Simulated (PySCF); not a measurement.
**Ionisation energy of Sb⁺ by level of theory**

Sb⁺ [Kr] 4d10 5s2 5p2 (3P) → Sb²⁺ [Kr] 4d10 5s2 5p1 (2P), as a difference of total energies. Computed with PySCF 2.14 in aug-cc-pVQZ-DK3, with the spin-free X2C one-electron Hamiltonian (Gaussian nucleus). Correlated levels: valence: [Kr] 4d10 frozen. The calculations carry no spin-orbit coupling.

```csv
method,ionisation energy (eV)
UHF,16.003
LDA,16.665
PBE,16.467
PBE0,16.533
r2SCAN,16.645
HSE06,16.525
PW91,16.539
TPSSh,16.491
MP2 (valence),16.354
SCS-MP2 (valence),16.292
```

How much does correlation contribute at MP2 (valence)?

16.354 − (16.003) = 0.351 eV, measured against UHF.

A first-order spin-orbit estimate (lowest level to lowest level, LS coupling) adds -0.067 eV.

Errors of the correlated levels include the incompleteness of this basis and the frozen core.

For comparison: 16.626 ± 0.025 eV (measured; NIST Atomic Spectra Database, ionization energies).
